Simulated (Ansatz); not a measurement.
Cost and result for the atomization energy of `[OH][InH][F]` (5 atoms, 4 bonds).

The species carries charge 0 and has multiplicity 1. Correlated methods include outer-core shells of In, which these sets cover unevenly. In: def2 effective core potential. Geometry: relaxed with PBE0-D4/def2-TZVP. It is one conformer, not always the lowest. Program: Ansatz. Hardware: A = 2 threads of an AMD EPYC 7R13 on a shared host; B = 2 threads of an AMD EPYC 7R13 on a shared host and a share of an NVIDIA H100 80 GB. Times are those of one run each, without the atoms' runs, and a repeat can differ threefold. Electronic energies, without spin–orbit coupling; frozen cores. CCSD(T)/CBS adds CCSD(T) − MP2 in def2-TZVPP to the MP2 limit, and its time is that of the two runs behind it. T1 = 0.017. With those shells the extrapolation isn't a true limit. B3LYP takes the VWN-RPA correlation (the form of Gaussian; ORCA's B3LYP/G).

CCSD(T)/CBS is a level of theory with its own doubt, some kJ/mol a heavy atom from the limit and from the frozen cores, so smaller differences don't rank the functionals.

```
                                 level  functions  wall time
   PBE-D4/def2-TZVPP (with forces) [A]        140      1.1 s
                PBE0-D4/def2-TZVPP [A]        140      1.5 s
 B3LYP-D4/def2-TZVPP (with forces) [A]        140      1.8 s
r2SCAN-D4/def2-TZVPP (with forces) [A]        140      2.1 s
                 B2PLYP/def2-TZVPP [A]        140      2.5 s
                ωB97X-V/def2-TZVPP [A]        140      3.3 s
  ωB97M-V/def2-TZVPP (with forces) [A]        140      4.5 s
                CCSD(T)/def2-QZVPP [B]        256       10 s
                CCSD(T)/def2-TZVPP [B]        140       11 s
                     CCSD(T)/CBS(def2)          –       21 s
```

Problem. What atomization energy does each give, and how far from CCSD(T)/CBS? (Best estimate.)

Solution. Ansatz gave: 
```json
{"level": "PBE-D4/def2-TZVPP (with forces) [A]", "atomization (kcal/mol)": "348.8", "difference from CCSD(T)/CBS": "-0.6", "per bond": "-0.2"}
{"level": "PBE0-D4/def2-TZVPP [A]", "atomization (kcal/mol)": "334.5", "difference from CCSD(T)/CBS": "-14.9", "per bond": "-3.7"}
{"level": "B3LYP-D4/def2-TZVPP (with forces) [A]", "atomization (kcal/mol)": "337.0", "difference from CCSD(T)/CBS": "-12.4", "per bond": "-3.1"}
{"level": "r2SCAN-D4/def2-TZVPP (with forces) [A]", "atomization (kcal/mol)": "343.9", "difference from CCSD(T)/CBS": "-5.5", "per bond": "-1.4"}
{"level": "B2PLYP/def2-TZVPP [A]", "atomization (kcal/mol)": "337.3", "difference from CCSD(T)/CBS": "-12.1", "per bond": "-3.0"}
{"level": "ωB97X-V/def2-TZVPP [A]", "atomization (kcal/mol)": "345.9", "difference from CCSD(T)/CBS": "-3.5", "per bond": "-0.9"}
{"level": "ωB97M-V/def2-TZVPP (with forces) [A]", "atomization (kcal/mol)": "343.8", "difference from CCSD(T)/CBS": "-5.6", "per bond": "-1.4"}
{"level": "CCSD(T)/def2-QZVPP [B]", "atomization (kcal/mol)": "345.2", "difference from CCSD(T)/CBS": "-4.2", "per bond": "-1.0"}
{"level": "CCSD(T)/def2-TZVPP [B]", "atomization (kcal/mol)": "335.2", "difference from CCSD(T)/CBS": "-14.2", "per bond": "-3.6"}
{"level": "CCSD(T)/CBS(def2)", "atomization (kcal/mol)": "349.4", "difference from CCSD(T)/CBS": "0.0", "per bond": "0.0"}
```

In def2-TZVPP, CCSD(T) changes the Hartree–Fock value by +114.2 kcal/mol (the triples alone add +7.6 kcal/mol) and MP2 by +124.4 kcal/mol; breaking electron pairs costs correlation energy, which Hartree–Fock lacks. The D4 term adds +2.4 kcal/mol with B3LYP and +1.2 kcal/mol with PBE0; it sums over pairs of atoms, weighted by their polarisabilities, and B3LYP, whose exchange is more repulsive, gets the larger term. From PBE to PBE0 (25 % exact exchange), in def2-TZVPP and without D4, the atomization energy moves by −14.0 kcal/mol: exact exchange takes away binding that semilocal exchange gives to molecules.

Spin–orbit coupling would lower the free In atoms strongly, and the atomization energy with them, by more than many differences here.
